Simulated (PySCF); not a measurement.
```xyz
4

Sc     0.0014    -0.0007     0.0006
Br    -0.0744     0.4794    -2.3746
Br    -1.3446     1.2944     1.5451
Br     1.4253    -1.7753     0.8363
```

Charge 0, multiplicity 1.

Question: Give the Mulliken and meta-Löwdin atomic charges from TPSSh-D3(BJ)/def2-TZVP // BP86-D3(BJ)/def2-SVP (PySCF 2.14.0).

Answer: 
| atom | Mulliken (e) | meta-Löwdin (e) |
|---|---|---|
| Sc1 | 1.09 | 1.21 |
| Br2 | -0.37 | -0.40 |
| Br3 | -0.36 | -0.40 |
| Br4 | -0.36 | -0.40 |
